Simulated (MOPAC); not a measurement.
MOPAC input (PM3):

```
PM3 1SCF UHF MS=0.5 GEO-OK AUX(PRECISION=9) THREADS=1
HBN

B    -0.00000000 1   -0.00000000 1   -0.61304571 1
N     0.00000000 1    0.00000000 1    0.69245456 1
H    -0.00000000 1   -0.00000000 1   -1.78195339 1
```

Question: What heat of formation does the run end on, and which ionisation energy by Koopmans theorem?

Answer: 87.35 kcal/mol; 11.95 eV.
